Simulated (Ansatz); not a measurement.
Ansatz results at the PBE0-D4/def2-TZVP geometry: LUMO energy (ωB97M-V/def2-TZVPP) -0.29 eV; HOMO energy (B3LYP/def2-TZVPP) -6.47 eV; HOMO energy (ωB97M-V/def2-TZVPP) -8.62 eV.

Each molecule was computed in one conformer, which needn't be the lowest.

Which molecule gave them?
A. `N[SiH2][Ga]([F])[SiH3]`
B. `C[S][AlH][GeH3]`
C. `[CH3][Zn][PH2]`
D. `C=C1OB1[SeH]`

A. The others give `[CH3][Zn][PH2]`: 0.97, -6.56, -8.83; `C[S][AlH][GeH3]`: 0.01, -7.05, -9.45; `C=C1OB1[SeH]`: 1.08, -7.09, -9.57.

B3LYP here is the variant with VWN-RPA as its local correlation; programs differ in this.
